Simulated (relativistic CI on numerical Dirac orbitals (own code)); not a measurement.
The 5d ions of charge 6+

Computed by Dirac-Coulomb-Breit CI, KLI orbitals optimised for each configuration, model QED (radiative potential, 1s self-energy scaled to tabulated hydrogen-like ionisation energies), unscaled Slater integrals (own radial code, finite nucleus).

Each species is treated in one configuration, given outside its closed core, with all valence electrons in the open shell. Radial values are for the open shell of highest l, unscaled and averaged over j; ζ includes the Breit term. Labels give the leading LS character, summed over repeated terms.

```
 Ion  Configuration  Its lowest level  LS weight (%)  F² (cm⁻¹)  F⁴ (cm⁻¹)  ζ (cm⁻¹)  ⟨r⟩ (bohr)  ⟨r²⟩ (bohr²)
Re⁶⁺             5d             ²D3/2            100                            4125       1.478         2.473
Os⁶⁺            5d²               ³F2             90      74050      49960      4693       1.431         2.318
Ir⁶⁺            5d³             ⁴F3/2             85      76370      51530      5306       1.386         2.175
Pt⁶⁺            5d⁴               ⁵D0             65      78710      53120      5964       1.343         2.044
Au⁶⁺            5d⁵             ⁶S5/2             83      81040      54710      6669       1.303         1.925
Hg⁶⁺            5d⁶               ⁵D4             77      83380      56290      7423       1.265         1.815
```
